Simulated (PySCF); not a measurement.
## How methods differ on the excitation energy of Mg

Mg [Ne] 3s2 (1S) → Mg [Ne] 3s1 3d1 (3D), as a difference of total energies. All numbers are calculated (PySCF 2.14, the spin-free X2C one-electron Hamiltonian (Gaussian nucleus), in x2c-TZVPPall with one added diffuse shell each of s, p, d type (6s5p4d, 41 functions)). Correlated levels: valence: [Ne] frozen; valence and next inner shell: 1s2 frozen. The calculations carry no spin-orbit coupling.

```
                                method  excitation energy (eV)
                                   UHF                   5.062
                                   LDA                   5.699
                                   PBE                   5.533
                                  PBE0                   5.572
                                r2SCAN                   5.458
                                  BLYP                   5.647
                             BHandHLYP                   5.799
                                 B97-3                   5.737
                                 B3LYP                   5.734
                         MP2 (valence)                   5.635
                     SCS-MP2 (valence)                   5.768
    MP2 (valence and next inner shell)                   5.732
SCS-MP2 (valence and next inner shell)                   5.842
```

Errors of the correlated levels include the incompleteness of this basis and the frozen core.

Question: Which method comes closest to the reference value, and which is furthest?

Answer: The reference is 5.946 eV (measured; NIST levels, between the centres of gravity of the two terms). Closest: SCS-MP2 (valence and next inner shell) (error -0.104 eV); furthest: UHF (error -0.884 eV).
